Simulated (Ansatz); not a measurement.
Relaxation of BrFH$_{3}$NSi (7 atoms, charge 0, multiplicity 1), to a largest force component of 0.015 eV/Å in at most 40 steps.

Theory: RKS BHLYP/def2-SVP in Ansatz 0.2.0.

```xyz
7
Properties=species:S:1:pos:R:3
N -0.081 1.074 -0.005
Si 0.376 -0.488 0.182
F 0.071 -0.865 1.695
Br -0.818 -1.686 -1.144
H -1.040 1.193 0.406
H -0.281 1.297 -1.009
H 1.835 -0.594 -0.171
```

Q: Where does it end, and by what steps?

A: The forces met the threshold. After 23 steps the energy has fallen by 0.489 eV; H6 moved furthest, 1.14 Å.

| step | energy less start (eV) | largest force component (eV/Å) | accepted |
| --- | --- | --- | --- |
| 0 | 0.0000 | 3.184 | yes |
| 1 | -0.3449 | 1.392 | yes |
| 2 | -0.4090 | 0.367 | yes |
| 3 | -0.3989 | 0.666 | no |
| 4 | -0.4481 | 0.191 | yes |
| 5 | -0.4592 | 0.084 | yes |
| 6 | -0.4631 | 0.093 | yes |
| 7 | -0.4584 | 0.635 | no |
| 8 | -0.4659 | 0.054 | yes |
| 9 | -0.4698 | 0.033 | yes |
| 10 | -0.4602 | 0.602 | no |
| 11 | -0.4714 | 0.081 | yes |
| 12 | -0.4711 | 0.237 | no |
| 13 | -0.4724 | 0.036 | yes |
| 14 | -0.4731 | 0.055 | yes |
| 15 | -0.4735 | 0.124 | yes |
| 16 | -0.4738 | 0.162 | yes |
| 17 | -0.4780 | 0.068 | yes |
| 18 | -0.4794 | 0.159 | yes |
| 19 | -0.4861 | 0.125 | yes |
| 20 | -0.4886 | 0.046 | yes |
| 21 | -0.4892 | 0.025 | yes |
| 22 | -0.4894 | 0.053 | yes |
| 23 | -0.4894 | 0.007 | yes |

```xyz
7
Properties=species:S:1:pos:R:3
N -0.323 1.000 -0.217
Si 0.336 -0.523 0.095
F 0.401 -0.895 1.661
Br -0.971 -2.056 -0.818
H -1.313 1.177 -0.207
H 0.224 1.842 -0.150
H 1.708 -0.614 -0.410
```

Whether the end is a true minimum wasn't checked by a vibrational analysis.

Run time: 100 s on 1 thread of Arm Neoverse V2, on a shared host, peak memory 0.19 GiB.
